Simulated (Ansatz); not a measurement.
A nudged elastic band was laid between two geometries of CH5NOSi (9 atoms, charge 0, multiplicity 1).

Theory: RKS LDA/def2-SVP in Ansatz.

- movable images: 4
- climbing image: no
- spring: 5.0 eV/Å²
- optimiser: quadratic models (default)
- start path: IDPP
- force threshold: 0.05 eV/Å
- iteration limit: 60
- end points: relaxed

Initial state:

```xyz
9
Properties=species:S:1:pos:R:3
O -1.928 -0.434 0.787
Si -0.748 -0.024 -0.294
C 0.924 0.696 0.040
N 0.779 -0.753 -0.205
H -1.606 -0.763 1.647
H -1.474 0.246 -1.568
H 1.286 0.993 1.049
H 1.396 1.315 -0.758
H 1.459 -1.322 -0.715
```

Final state:

```xyz
9
Properties=species:S:1:pos:R:3
O -1.532 -0.655 1.169
Si -0.646 -0.112 -0.117
C 1.011 0.704 0.007
N 0.902 -0.731 -0.300
H -2.487 -0.465 1.137
H -1.556 0.157 -1.281
H 1.467 0.968 0.987
H 1.352 1.389 -0.805
H 1.576 -1.300 -0.814
```

(1) Which bonds break or form, and what moves?

(2) What energy profile does the band end with?

(3) What is the geometry of the highest image?

The band took 13 iterations and about 70 core-seconds.

Results:

(1) No bond is made or broken. The dihedral H5–O1–Si2–C3 goes from -33 to 138°.

(2) The forces met the threshold. The highest image is number 3 of 0 to 5, 12.0 kJ/mol above the first end and 2.5 kJ/mol above the last; the last end lies 9.5 kJ/mol above the first. No image climbed, so the highest image needn't sit at the top of the path.

```tsv
image	path coordinate (Å)	energy (kJ/mol)	dihedral H5–O1–Si2–C3 (°)
0	0.00	0.0	-33
1	0.39	2.3	-8
2	0.79	8.7	30
3	1.18	12.0	72
4	1.57	10.6	106
5	1.97	9.5	138
```

(3) 
```xyz
9
Properties=species:S:1:pos:R:3:forces:R:3
O -1.603 -0.865 1.016 0.00 0.01 -0.01
Si -0.692 -0.178 -0.181 -0.02 -0.01 0.01
C 0.936 0.679 0.032 0.01 -0.02 0.00
N 0.898 -0.737 -0.363 0.03 0.02 0.03
H -2.050 -0.257 1.630 0.00 0.00 0.00
H -1.532 0.120 -1.383 0.00 0.00 0.00
H 1.380 0.898 1.029 0.00 0.00 0.00
H 1.237 1.436 -0.728 0.00 0.00 -0.01
H 1.515 -1.144 -1.069 -0.01 0.00 -0.02
```

Run time: 69 s on 1 thread of Arm Neoverse V2, on a shared host, peak memory 0.27 GiB.
